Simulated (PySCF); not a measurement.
Species: C₄H₈FO₂Si (doublet state).
Z-matrix (Å and degrees, GFN2-xTB geometry), rows numbered from 1:
```
C 
O   1  1.4061
Si  2  1.6204  1  129.08
F   3  1.6165  2  108.19  1    51.05
C   3  1.8969  2  105.54  1   165.97
C   5  1.2949  3  128.81  2    30.33
C   6  1.4596  5  141.73  3     1.72
O   7  1.4166  6  114.77  5    17.40
H   1  1.0905  2  110.76  3   -49.17
H   1  1.0898  2  107.63  3  -168.87
H   1  1.0913  2  110.23  3    71.70
H   3  1.4520  2  113.96  1   -63.42
H   5  1.0841  3  111.56  2  -150.03
H   7  1.0959  6  109.73  5   136.01
H   7  1.1029  6  108.37  5  -106.59
H   8  0.9671  7  108.04  6   -50.25
```

The hyperfine couplings belong to this conformer and change with its torsions.

The species is `CO[Si@H](/C=[C]\CO)F` [radical].

Computed with UKS B3LYP, pcH-1 on C F H O Si, non-relativistic, mean-field spin-orbit, GIAO (PySCF 2.14.0). The structure is a single GFN2-xTB conformer in the gas phase; no vibrational or solvent corrections. A GFN2-xTB geometry isn't a minimum of the functional, and hyperfine couplings can be far from their values at a DFT geometry. The SCF solution wasn't tested for stability.

(1) Break the g tensor into its mass correction, gauge correction and orbital-Zeeman/spin–orbit terms.

(2) How much does each term add to the isotropic shift?

(3) What are the electron Larmor frequencies g μB B/h along the three axes at 350 mT?

(4) What effective moment and Curie constant follow for a powder?

(5) In a frozen sample, at which fields do the three g values resonate at 9.5, 34, 94 and 263 GHz (hyperfine left aside), and which band first spreads them over more than twice a line width of 0.3 mT?

Answers

(1) 
```csv
Δg (ppm),1,2,3
relativistic mass correction,-177,-177,-177
gauge correction,36,3,6
orbital Zeeman/spin–orbit,-700,-8,646
total,-841,-182,475
```

So g = 2.00148, 2.00214, 2.00279 and g_iso = 2.00214; the tensor is rhombic: the two nearest values differ by 50 % of g3 − g1. Axes: g1 points within 13° of the C5–C6 bond.

(2) The mass correction -177, the orbital-Zeeman/spin–orbit term -21 and the gauge correction 15 ppm, for a total of -183 ppm. The mass correction is the largest in size. The mass correction is the same along every axis, so the anisotropy comes from the other two: their spans along these axes are 33 (gauge) and 1345 ppm (orbital Zeeman/spin–orbit).

(3) 9.8046, 9.8078, 9.8111 GHz for g1, g2 and g3, a range of 6.4 MHz.

(4) With the mean of g² = 4.0086 and S(S+1) = 0.75: μ_eff = √(⟨g²⟩S(S+1)) = 1.734 μB and χT = 0.12505·⟨g²⟩·S(S+1) = 0.376 cm³ K/mol (cgs; spin-Hamiltonian part alone).

(5) 
| band | GHz | B(g3) mT | B(g2) mT | B(g1) mT | spread mT |
| --- | --- | --- | --- | --- | --- |
| X | 9.5 | 338.90 | 339.01 | 339.13 | 0.22 |
| Q | 34.0 | 1212.92 | 1213.31 | 1213.71 | 0.80 |
| W | 94.0 | 3353.36 | 3354.46 | 3355.56 | 2.20 |
| J | 263.0 | 9382.27 | 9385.35 | 9388.44 | 6.17 |

The spread grows in proportion to the frequency. Q band is the first where it exceeds 0.6 mT.

The Mulliken spin populations are largest on C6 (+0.93), C5 (-0.14), Si3 (+0.09) and O8 (+0.06). C6 is the only atom above +0.15. The positive populations add up to 1.17 and the negative ones to -0.17, together 2S = 1.

The HOMO–LUMO gaps are 5.39 eV among the α and 5.20 eV among the β orbitals.

Hardware: one thread, Arm Neoverse V2 (aarch64), no GPU, shared host with 96 logical CPUs at a one-minute load of 52. Cost: 1.9 min wall (grids of density and orbitals included), 0.98 GiB resident at most.
